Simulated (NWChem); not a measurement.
System: C$_{2}$H$_{11}$NSi$_{3}$; SMILES [SiH2]1[Si@@H](C)NC[SiH2]1

Here is an NWChem input.

```
start job
memory heap 200 mb stack 900 mb global 1100 mb
geometry units angstroms noautosym nocenter noautoz
  C      0.082754    -2.792467     0.726360
  Si    -0.053059    -1.301063    -0.423541
  N     -1.486148    -0.366017     0.013095
  C     -1.653678     1.051557    -0.307198
  Si    -0.090182     1.999971     0.303983
  Si     1.567147     0.397140    -0.164333
  H     -0.812576    -3.442602     0.637232
  H      0.969434    -3.404596     0.464458
  H      0.174311    -2.468257     1.781743
  H     -0.055149    -1.813045    -1.852961
  H     -2.373178    -0.875273     0.082333
  H     -2.532636     1.465267     0.233978
  H     -1.827104     1.268166    -1.391237
  H     -0.200049     2.232826     1.787931
  H      0.050798     3.330386    -0.389204
  H      2.515988     0.159108     0.980510
  H      2.358121     0.690039    -1.411609
end
basis spherical
  * library sto-3g
end
dft
  xc b3lyp
  iterations 150
end
property
  response 1 0.0773
end
task dft property
```

STO-3G and 3-21G are far too small for this property and stand as cheap habits. The geometry was optimised at PBE-D3(BJ)/def2-SVP. Not confirmed as a minimum by frequencies.

Field at 589 nm.

Q: Give the results of this calculation. (B3LYP/STO-3G.) Quantities: isotropic polarisability (bohr³); anisotropy (bohr³).

A: 
```json
{
 "isotropic polarisability (bohr³)": "55.8",
 "anisotropy (bohr³)": "19.5"
}
```
